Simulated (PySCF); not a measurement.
Species: (I2In-mu-SH)2.
Structure used (PBE0-D3(BJ)/def2-SVP), in Å, numbered top down from 1:
```xyz
10
H2I4In2S2 angstrom
In    -1.704   -0.212    0.529
I     -3.794    1.206   -0.288
I     -1.715   -2.197    2.317
S     -0.377   -1.059   -1.535
In     1.487    0.604   -0.850
I      1.587    2.566   -2.642
I      3.519   -0.882    0.046
S      0.171    1.437    1.227
H      0.183   -2.095   -0.864
H      0.768    0.554    2.065
```

The calculation used PBE0-D3(BJ)/def2-SVP geometry optimisation, gas phase, def2 core potentials past Kr (PySCF).

Take the most abundant isotopes and a rigid rotor. The values belong to one conformer.

Q: Give the principal moments of inertia and the rotational constants in cm⁻¹.

A: Ia = 3126.34, Ib = 5448.31, Ic = 8106.05 u·Å²; 505379 MHz·u·Å²/I gives 161.7, 92.8 and 62.3 MHz, that is A = 0.00539, B = 0.00309, C = 0.00208 cm⁻¹.

Q: Classify the top.

A: An asymmetric top; Ray's κ = -0.387.

Q: What does the inertial defect say?

A: Not planar: Δ = Ic − Ia − Ib = -468.60 u·Å². For a rigid frame Δ = −2 Σ m c², so Σ m c² = 234.30 u·Å² lies off the ab plane: 8.03 from hydrogen and 226.27 from heavier atoms. The atom farthest from that plane is 2.01 Å away.

Q: Which types of transition are allowed, and where do some lines up to J = 2 fall?

A: The dipole components are |μa| = 0.00 D, |μb| = 1.26 D, |μc| = 0.00 D; the symmetry axis of this C2v structure is b, so μa and μc vanish by symmetry and there are no a-type or c-type lines. Some lines, for components of 0.1 D or more:

| type | branch | J(Ka,Kc) | MHz | lower level (cm⁻¹) |
| --- | --- | --- | --- | --- |
| b | R | 2(1,2) ← 1(0,1) | 349 | 0.005 |
| b | R | 2(2,1) ← 1(1,0) | 547 | 0.008 |
| b | R | 2(2,0) ← 1(1,1) | 586 | 0.007 |

Stationary, but not proved a minimum. Constants of a rigid frame at the computed geometry: no zero-point averaging, no centrifugal distortion. Quadrupole hyperfine structure (127I) is left out.
